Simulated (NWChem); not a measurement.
System: GeSiH₆O; SMILES [SiH3][O][GeH3]

The following NWChem deck was run.

```
start job
memory heap 200 mb stack 900 mb global 1100 mb
geometry units angstroms noautoz
  Ge     0.009441     1.123459    -0.009723
  O     -0.680594    -0.540179     0.002447
  Si     0.044448    -2.049612     0.010291
  H     -1.214799     2.067958    -0.007914
  H      0.880787     1.312420     1.262733
  H      0.866895     1.299441    -1.293423
  H      0.905247    -2.252223    -1.212875
  H     -1.047914    -3.079520     0.022373
  H      0.915636    -2.234452     1.228914
end
basis spherical
  * library def2-svp
end
dft
  xc hfexch
  iterations 150
  vectors input atomic output neutral.movecs
end
task dft energy
charge 1
dft
  odft
  mult 2
  vectors input atomic output cation.movecs
end
task dft energy
```

NWChem printed, in part:

```
             Northwest Computational Chemistry Package (NWChem) 7.3.0
             --------------------------------------------------------

 C1  symmetry detected

                             Geometry "geometry" -> ""
                             -------------------------

 Output coordinates in angstroms (scale by  1.889725989 to convert to a.u.)

  No.       Tag          Charge          X              Y              Z
 ---- ---------------- ---------- -------------- -------------- --------------
    1 Ge                  32.0000     0.04389902     1.12358721     0.00000049
    2 O                    8.0000    -0.61772160    -0.55159815    -0.00002834
    3 Si                  14.0000     0.13290874    -2.04849143     0.00000194
    4 H                    1.0000    -1.19625400     2.04708180     0.00484266
    5 H                    1.0000     0.90897011     1.31923750     1.27572278
    6 H                    1.0000     0.90118147     1.32231591    -1.28049020
    7 H                    1.0000     0.99984586    -2.22862207    -1.22234588
    8 H                    1.0000    -0.94177495    -3.09689860     0.00292974
    9 H                    1.0000     1.00431347    -2.22623998     1.21952464

 Effective nuclear repulsion energy (a.u.)     263.5317453389

  xc_inp: hfexch multiplicative factor not found.

                                 NWChem DFT Module
                                 -----------------

 Summary of "ao basis" -> "ao basis" (spherical)
 ------------------------------------------------------------------------------
       Tag                 Description            Shells   Functions and Types
 ---------------- ------------------------------  ------  ---------------------
 Ge                         def2-svp                12       32   5s4p3d
 O                          def2-svp                 6       14   3s2p1d
 Si                         def2-svp                 8       18   4s3p1d
 H                          def2-svp                 3        5   2s1p

            General Information
            -------------------
          SCF calculation type: DFT
          Wavefunction type:  closed shell.
          No. of atoms     :     9
          No. of electrons :    60
           Alpha electrons :    30
            Beta electrons :    30
          Charge           :     0
          Spin multiplicity:     1
          Use of symmetry is: off; symmetry adaption is: off
          Maximum number of iterations: 150
          AO basis - number of functions:    94
                     number of shells:    44
          Convergence on energy requested:  1.00D-06
          Convergence on density requested:  1.00D-05
          Convergence on gradient requested:  5.00D-04

              XC Information
              --------------
                     Hartree-Fock (Exact) Exchange  1.000

      Superposition of Atomic Density Guess
      -------------------------------------

 Sum of atomic energies:       -2441.46886262

      Non-variational initial energy
      ------------------------------

 Total energy =   -2442.251106
 1-e energy   =   -3926.458592
 2-e energy   =    1220.675740
 HOMO         =      -0.377614
 LUMO         =       0.014236

   convergence    iter        energy       DeltaE   RMS-Dens  Diis-err
 ---------------- ----- ----------------- --------- --------- ---------
 d= 0,ls=0.0,diis     1  -2442.2149172952 -2.71D+03  6.86D-03  5.48D-01
 d= 0,ls=0.0,diis     2  -2442.2608769019 -4.60D-02  2.87D-03  2.62D-01
 d= 0,ls=0.0,diis     3  -2442.2859696125 -2.51D-02  7.98D-04  4.40D-03
 d= 0,ls=0.0,diis     4  -2442.2868097695 -8.40D-04  1.30D-04  9.46D-05
 d= 0,ls=0.0,diis     5  -2442.2868258424 -1.61D-05  2.70D-05  1.08D-05
  Resetting Diis
 d= 0,ls=0.0,diis     6  -2442.2868269189 -1.08D-06  1.25D-05  5.71D-07
 d= 0,ls=0.0,diis     7  -2442.2868270503 -1.31D-07  2.05D-06  2.66D-08

         Total DFT energy =    -2442.286827050339
      One electron energy =    -3928.123068903180
           Coulomb energy =     1330.598848881631
    Exchange-Corr. energy =     -108.294352367698
 Nuclear repulsion energy =      263.531745338907

 Numeric. integr. density =        0.000000000000

                       DFT Final Molecular Orbital Analysis
                       ------------------------------------

 Vector   28  Occ=2.000000D+00  E=-4.768561D-01
              MO Center= -4.1D-01,  1.8D-01,  9.6D-03, r^2= 6.1D+00
   Bfn.  Coefficient  Atom+Function         Bfn.  Coefficient  Atom+Function
  ----- ------------  ---------------      ----- ------------  ---------------
    65      0.312358  4 H  s                 12     -0.228908  1 Ge px
    85     -0.229577  8 H  s                 66      0.195649  4 H  s
    70     -0.139197  5 H  s                  9      0.135624  1 Ge px
    75     -0.134304  6 H  s                 86     -0.134710  8 H  s
    15     -0.129108  1 Ge px                54      0.128299  3 Si px

 Vector   29  Occ=2.000000D+00  E=-4.491408D-01
              MO Center= -2.2D-01, -1.2D+00,  5.2D-03, r^2= 4.7D+00
   Bfn.  Coefficient  Atom+Function         Bfn.  Coefficient  Atom+Function
  ----- ------------  ---------------      ----- ------------  ---------------
    36      0.335720  2 O  px                39      0.291738  2 O  px
    85      0.265180  8 H  s                 86      0.210298  8 H  s
    54     -0.182822  3 Si px                90     -0.152465  9 H  s
    65      0.150069  4 H  s                 80     -0.150197  7 H  s
    12     -0.144400  1 Ge px                66      0.133178  4 H  s

[...]
```

Level: Hartree-Fock/def2-SVP, vertical spin-unrestricted ions. The geometry was optimised at PBE-D3(BJ)/def2-SVP.
